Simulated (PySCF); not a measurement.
## Adding and removing an electron: HgC

ROHF-MP2; basis Hg def2-SVP with ECP60, C def2-SVP; scalar-relativistic core potentials; PySCF 2.14. Neutral (ROHF): triplet (π ↑↑), Re = 2.212 Å, ωe = 273 cm⁻¹, De = 0.31 eV.

HgC⁺ (UHF): doublet (π ↑), Re = 2.182 Å, ωe = 399 cm⁻¹, De = 1.48 eV to Hg⁺ + C. The energies at the minima are -190.62916 hartree for HgC and -190.29807 for HgC⁺.

Task: Work out the adiabatic ionisation energy, without and with harmonic zero-point energies (1 hartree = 27.2114 eV, 1 eV = 8065.5 cm⁻¹), and the change of the bond length.

Result: At MP2: 0.33109 hartree = 9.009 eV between the minima; the zero-point term (399.0 − 273.0)/2 cm⁻¹ = +0.008 eV makes it 9.017 eV. Re changes by -3.0 pm against the neutral. The electron leaves a π orbital, and the shorter bond of the ion fits an antibonding orbital, or a change in how ionic the bond is.

Correlated steps freeze 1 core orbital. UHF and ROHF references stand side by side, which adds small steps between rows. Weak bonds: HgC. Basis-set superposition, not corrected here, can be much of De in a small basis, most of all at correlated wavefunction levels. Spin–orbit coupling is left out, which matters for elements this heavy, above all for dissociation energies. For an ion De counts to the pair picked by the measured ionisation energies or electron affinities, which need not be the lowest pair at this level. States were picked by a PBE0 search and need not be the measured ground states.

Neutral and ion stand on different kinds of reference determinant, which adds to the error of the difference.
